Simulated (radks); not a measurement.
All-electron atom: Tm LI in [Ar] 3d1 (the NIST ground configuration). All-electron calculation, scalar-relativistic Kohn-Sham, r2SCAN, spin-polarised, spherical densities, finite nucleus; open shells are filled with parallel spins first (spin-orbit coupling, left out, can overturn this in heavy ions); meta-GGA in the generalised Kohn-Sham scheme; Fermi nuclear charge, rms radius 5.2256 fm. Program: a radial shooting solver on a logarithmic mesh with Libxc functionals.

Radial electron density D(r) = 4 pi r^2 rho(r):

```
   r/bohr * D(r) (the largest magnitude, 117, reaches the edge; | marks zero)
 0.001257 |   *
 0.001395 |   *
  0.00156 |    *
 0.001731 |     *
 0.001936 |      *
 0.002148 |        *
 0.002403 |         *
 0.002666 |           *
 0.002982 |            *
 0.003309 |              *
 0.003701 |                 *
 0.004107 |                   *
 0.004593 |                      *
 0.005097 |                        *
 0.005701 |                           *
 0.006326 |                              *
 0.007075 |                                 *
 0.007914 |                                    *
 0.008781 |                                      *
 0.009822 |                                        *
   0.0109 |                                          *
  0.01219 |                                           *
  0.01353 |                                           *
  0.01513 |                                           *
  0.01679 |                                          *
  0.01878 |                                         *
  0.02083 |                                        *
   0.0233 |                                      *
  0.02586 |                                      *
  0.02892 |                                      *
  0.03209 |                                        *
   0.0359 |                                          *
  0.03983 |                                             *
  0.04455 |                                                 *
  0.04943 |                                                    *
  0.05529 |                                                      *
  0.06135 |                                                      *
  0.06862 |                                                   *
  0.07676 |                                              *
  0.08517 |                                       *
  0.09526 |                                *
   0.1057 |                          *
   0.1182 |                       *
   0.1312 |                      *
   0.1467 |                       *
   0.1628 |                         *
   0.1821 |                          *
   0.2021 |                         *
    0.226 |                     *
   0.2508 |                *
   0.2805 |          *
   0.3113 |      *
   0.3482 |  *
   0.3863 |*
   0.4321 |*
   0.4794 *
   0.5363 *
    0.595 *
   0.6656 *
```

D(r) has 3 maxima, at r = 0.0137, 0.0575, 0.181 bohr, and minima at 0.0265, 0.128 bohr, inside which lie 1.94, 10.56 electrons.
